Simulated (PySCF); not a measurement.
## Excitation energy of C²⁺ by level of theory

C²⁺ [He] 2s2 (1S) → C²⁺ [He] 2p2 (3P), as a difference of total energies. Computed with PySCF 2.14 in aug-cc-pVDZ (4s3p2d, 23 functions), with the non-relativistic Hamiltonian (point nucleus). Correlated levels: valence: 1s2 frozen. The calculations carry no spin-orbit coupling.

| method | excitation energy (eV) |
| --- | --- |
| UHF | 15.461 |
| LDA | 14.024 |
| PBE | 14.129 |
| PBE0 | 14.646 |
| r2SCAN | 14.218 |
| wB97M-V | 15.115 |
| revPBE | 14.226 |
| wB97X-V | 15.133 |
| TPSSh | 14.672 |
| MP2 (valence) | 16.432 |
| SCS-MP2 (valence) | 16.719 |

Problem. How much does correlation contribute at MP2 (valence)?

Solution. 16.432 − (15.461) = 0.971 eV, measured against UHF.

A first-order spin-orbit estimate (lowest level to lowest level, LS coupling) adds -0.006 eV.
